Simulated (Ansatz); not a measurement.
Consider the formal hydrolysis of the Al–C bond: `C[CH]([AlH2])[AlH][SiH3]` + H₂O → `[OH][AlH][SiH3]` + `C[CH2][AlH2]`.

Isolated molecules relaxed with PBE0-D4/def2-TZVP in Ansatz; ΔE leaves out vibrations. CCSD(T)/CBS adds triple-zeta CCSD(T) − MP2 to the extrapolated MP2 energy (def2 sets, frozen cores). This one scheme is used for every species. Functionals use def2-TZVPP. B3LYP here is the variant with VWN-RPA as its local correlation; programs differ in this. Each species was taken in one conformer, which may not be the lowest.

(1) Is it downhill or uphill in electronic energy at CCSD(T)/CBS, and by how much? (An estimate is asked.)

(2) What do these levels give: PBE-D4, r2SCAN-D4, PBE0-D4, ωB97X-V, ωB97M-V, B2PLYP, r2SCAN, B3LYP, HF/def2-QZVPP, MP2/def2-QZVPP, HF/CBS(def2), CCSD/CBS(def2)? (Estimate.)

Largest T1 diagnostic among the species: 0.014.

Answers

(1) Ansatz gave: Downhill: ΔE = -123.3 kJ/mol.

(2) Ansatz gave: PBE-D4 -116.6, r2SCAN-D4 -127.0, PBE0-D4 -118.1, ωB97X-V -130.5, ωB97M-V -127.7, B2PLYP -138.4, r2SCAN -129.4, B3LYP -143.2, HF/def2-QZVPP -153.5, MP2/def2-QZVPP -124.8, HF/CBS(def2) -153.5, CCSD/CBS(def2) -128.2 kJ/mol.

In def2-TZVPP, CCSD(T) changes the Hartree–Fock value by +27.7 kJ/mol (the triples alone add +4.9 kJ/mol) and MP2 by +27.2 kJ/mol. The D4 term adds +12.2 kJ/mol with B3LYP and +7.2 kJ/mol with PBE0; it sums over pairs of atoms, weighted by their polarisabilities, and B3LYP, whose exchange is more repulsive, gets the larger term.
